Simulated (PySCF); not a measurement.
BOCl, SMILES O=BCl. Atoms are numbered in the order given.

```xyz
3

B      0.0000     0.0000    -0.6295
O      0.0000     0.0000    -1.8385
Cl     0.0000     0.0000     1.0503
```

The structure is a stationary point at r2SCAN-D4/def2-TZVP.

The numbers are results of PBE/pcSseg-2 (PySCF), not measurements.

GIAO shieldings, no solvent; atoms alike by connectivity are averaged. δ = σ(ref) − σ: ¹¹B against BF3 (σ = 83.1 ppm); ¹⁷O against H2O (σ = 327.5 ppm); ³⁵Cl against HCl (σ = 936.5 ppm), references at their B3LYP-D3(BJ)/def2-TZVP geometries, non-relativistic (without spin–orbit terms, shifts of atoms bonded to Cl or Br come out too high).

```tsv
nucleus	atoms	count	δ (ppm)
¹¹B	B1	1	0.5
¹⁷O	O2	1	243.3
³⁵Cl	Cl3	1	-43.6
```
